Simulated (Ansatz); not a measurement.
Cost and result for the atomization energy of CH5BN2O (`N=C(N)BO`) (10 atoms, 9 bonds).

Z-matrix (Å, degrees):
```
C
N 1 1.382
B 1 1.580 2 117.4
N 1 1.278 2 119.3 3 -170.6
H 2 1.011 1 114.1 3 -178.6
H 2 1.008 1 116.6 3 -43.0
O 3 1.348 1 120.7 2 -26.9
H 3 1.196 1 121.2 2 156.4
H 4 1.018 1 110.1 2 176.7
H 7 0.964 3 112.3 1 -0.7
```

Total charge 0; spin multiplicity 1. The structure was optimised at the PBE0-D4/def2-TZVP level. It is one conformer, not always the lowest. Program: Ansatz. Hardware: A = 2 threads of an AMD EPYC 7R13 on a shared host; B = 2 threads of an AMD EPYC 7R13 on a shared host and a share of an NVIDIA H100 80 GB. Times are those of one run each, without the atoms' runs, and a repeat can differ threefold. Electronic energies, without spin–orbit coupling; frozen cores. CCSD(T)/CBS extrapolates def2-TZVPP and def2-QZVPP, and its time is that of the two runs behind it. T1 = 0.015. B3LYP takes the VWN-RPA correlation (the form of Gaussian; ORCA's B3LYP/G).

CCSD(T)/CBS is a level of theory with its own doubt, some kJ/mol a heavy atom from the limit and from the frozen cores, so smaller differences don't rank the functionals.

```csv
level,functions,wall time
PBE-D4/def2-TZVPP (with forces) [A],225,2.6 s
PBE0-D4/def2-TZVPP [A],225,2.8 s
B3LYP-D4/def2-TZVPP (with forces) [A],225,4.5 s
r2SCAN-D4/def2-TZVPP (with forces) [A],225,4.6 s
B2PLYP/def2-TZVPP [A],225,6 s
ωB97X-V/def2-TZVPP [A],225,7 s
CCSD(T)/def2-TZVPP [B],225,8 s
ωB97M-V/def2-TZVPP (with forces) [A],225,10 s
CCSD(T)/def2-QZVPP [B],435,44 s
CCSD(T)/CBS(def2),–,52 s
```

(1) What atomization energy does each give, and how far from CCSD(T)/CBS? (Best estimate.)

## Answers

(1) The calculation gave: 
```
                                 level  atomization (kcal/mol)  difference from CCSD(T)/CBS  per bond
   PBE-D4/def2-TZVPP (with forces) [A]                   983.0                         39.2       4.4
                PBE0-D4/def2-TZVPP [A]                   952.9                          9.1       1.0
 B3LYP-D4/def2-TZVPP (with forces) [A]                   954.2                         10.4       1.2
r2SCAN-D4/def2-TZVPP (with forces) [A]                   949.0                          5.2       0.6
                 B2PLYP/def2-TZVPP [A]                   941.9                         -1.9      -0.2
                ωB97X-V/def2-TZVPP [A]                   950.8                          7.0       0.8
                CCSD(T)/def2-TZVPP [B]                   915.4                        -28.4      -3.2
  ωB97M-V/def2-TZVPP (with forces) [A]                   954.0                         10.2       1.1
                CCSD(T)/def2-QZVPP [B]                   932.3                        -11.5      -1.3
                     CCSD(T)/CBS(def2)                   943.8                          0.0       0.0
```

The D4 term adds +6.3 kcal/mol with B3LYP and +3.3 kcal/mol with PBE0; it sums over pairs of atoms, weighted by their polarisabilities, and B3LYP, whose exchange is more repulsive, gets the larger term. From PBE to PBE0 (25 % exact exchange), in def2-TZVPP and without D4, the atomization energy moves by −29.5 kcal/mol: exact exchange takes away binding that semilocal exchange gives to molecules. In def2-TZVPP, CCSD(T) changes the Hartree–Fock value by +270.9 kcal/mol (the triples alone add +18.3 kcal/mol) and MP2 by +294.1 kcal/mol; breaking electron pairs costs correlation energy, which Hartree–Fock lacks.
